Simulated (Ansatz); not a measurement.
This geometry of CH5Ga + H3P (11 atoms, charge 0, multiplicity 1) is a first-order saddle point.

These are results of RKS B3LYP/def2-mTZVP (Ansatz 0.2.0), not measurements.

```xyz
11
Properties=species:S:1:pos:R:3
Ga 0.032 -0.188 0.018
H -0.234 0.049 1.728
H 1.506 0.236 -0.243
C -1.699 -0.066 -0.926
H -2.497 -0.485 -0.314
H -1.943 0.974 -1.147
H -1.658 -0.615 -1.867
P 0.212 -2.720 1.053
H -0.597 -3.023 -0.076
H 1.447 -2.758 0.353
H -0.083 -1.013 1.594
```

Task: Which two structures does it join? (They come from a converged band through this point; their orientation in space is the band's.)

Result: Bonds broken: Ga1–H2, P8–H11. Bonds formed: Ga1–P8, H2–H11. CH5Ga + H3P becomes CH6GaP + H2.

Initial state:

```xyz
11
Properties=species:S:1:pos:R:3
Ga -0.056 0.356 0.093
H -0.126 0.805 1.606
H 1.362 0.215 -0.589
C -1.726 0.081 -0.947
H -2.508 -0.380 -0.343
H -2.106 1.055 -1.273
H -1.564 -0.524 -1.840
P 0.315 -3.284 1.179
H -0.466 -3.163 -0.004
H 1.481 -2.734 0.578
H -0.118 -2.036 1.714
```

Final state:

```xyz
11
Properties=species:S:1:pos:R:3
Ga 0.084 -0.828 -0.431
H -0.227 0.962 2.616
H 1.362 0.102 -0.474
C -1.684 -0.173 -1.058
H -2.487 -0.887 -0.876
H -1.938 0.770 -0.569
H -1.641 0.025 -2.132
P 0.317 -2.931 0.578
H -0.520 -3.646 -0.324
H 1.537 -3.285 -0.062
H -0.313 0.284 2.905
```

Task: How far does it lie above each of them?

Result: 28.8 kcal/mol above the first and 34.2 kcal/mol above the second. This is the barrier of this one path; another mechanism may lie lower. The orbitals stay closed-shell, which can raise the energy where a bond breaks towards radicals; this wasn't checked here.

The run took 2.9 min on 2 threads of Intel(R) Xeon(R) Platinum 8488C (Sapphire Rapids) (shared host), peak memory 0.24 GiB.
